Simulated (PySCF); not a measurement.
# Frontier orbitals and the lowest excitations

Compound: C₅H₄F₂O₂.
Atom-mapped SMILES: `[F:1][CH:2]([F:3])[O:4][c:5]1[cH:6][cH:7][o:8][cH:9]1` (hydrogens: H10 on C2; H11 on C6; H12 on C7; H13 on C9)

Cartesian coordinates in Å at the PBE0-D3(BJ)/def2-SVP level; atoms count from 1:
```xyz
13
C5H4F2O2 angstrom
F      2.4675    0.8233    0.1110
C      1.5567    1.0863   -0.8500
F      2.2158    1.3975   -1.9600
O      0.8138   -0.0222   -1.1227
C     -0.1632   -0.3362   -0.2290
C     -0.0849   -0.3691    1.2000
C     -1.3160   -0.7909    1.6063
O     -2.1159   -1.0211    0.5505
C     -1.4228   -0.7375   -0.5699
H      0.9375    1.9393   -0.5156
H      0.7726   -0.1232    1.8200
H     -1.7480   -0.9736    2.5867
H     -1.9218   -0.8808   -1.5232
```

Theory: PySCF 2.14.0, density-fitted response routines, TDDFT CAM-B3LYP/def2-SVPD, vertical, gas phase, core orbitals frozen in the response.

Kohn–Sham orbitals with the atoms that hold most of them (Löwdin shares over 4%, at most four atoms; ? is withheld):

```json
{"orbital": "LUMO+2", "ε (eV)": "1.72", "atoms": "C2 17%, O8 16%, C7 13%, H12 12%"}
{"orbital": "LUMO+1", "ε (eV)": "1.29", "atoms": "C7 15%, C2 13%, C6 12%, C9 12%"}
{"orbital": "LUMO", "ε (eV)": "?", "atoms": "C7 22%, O8 19%, C9 17%, C6 14%"}
{"orbital": "HOMO", "ε (eV)": "-8.28", "atoms": "?"}
{"orbital": "HOMO-1", "ε (eV)": "-9.57", "atoms": "?"}
{"orbital": "HOMO-2", "ε (eV)": "-11.53", "atoms": "O4 40%, C5 13%, C6 11%, O8 8%"}
{"orbital": "HOMO-3", "ε (eV)": "-12.42", "atoms": "O4 20%, F1 18%, C2 18%, F3 17%"}
```

**Question.** Give the leading atoms of the HOMO.

**Answer.** C9 (bonded to C, O and H) 30%; C7 (bonded to C, O and H) 22%; C5 (bonded to 2 C and O) 17%; C6 (bonded to 2 C and H) 9%.

**Question.** Which atoms hold the HOMO-1, and with what shares?

**Answer.** C6 (bonded to 2 C and H) 31%; O8 (bonded to 2 C) 20%; C5 (bonded to 2 C and O) 15%; O4 (bonded to 2 C) 12%. By element: carbon 47% or more, oxygen 33%.

**Question.** What is the LUMO energy, and the HOMO–LUMO gap?

**Answer.** ε(LUMO) = 0.82 eV; the gap is 9.10 eV (0.3346 hartree).

**Question.** How does S1 compare with the orbital gap of 9.10 eV?

**Answer.** S1 is at 6.14 eV (f = 0.142), 2.96 eV below the gap, made of HOMO→LUMO (96%). 

**Question.** One configuration dominates each of S1 and S2. Which, and how do the shares of the two leading atoms of either orbital change from the occupied to the empty one?

**Answer.** 
- S1 (6.14 eV, f 0.142), HOMO→LUMO (96%): C9 30% → 17%, C7 22% → 22%, O8 at most 9% → 19%
- S2 (6.70 eV, f 0.0015), HOMO→LUMO+1 (86%): C9 30% → 12%, C7 22% → 15%, C2 at most 9% → 13%

Löwdin shares depend on the basis, the more so with diffuse functions.

One conformer stands for the species.
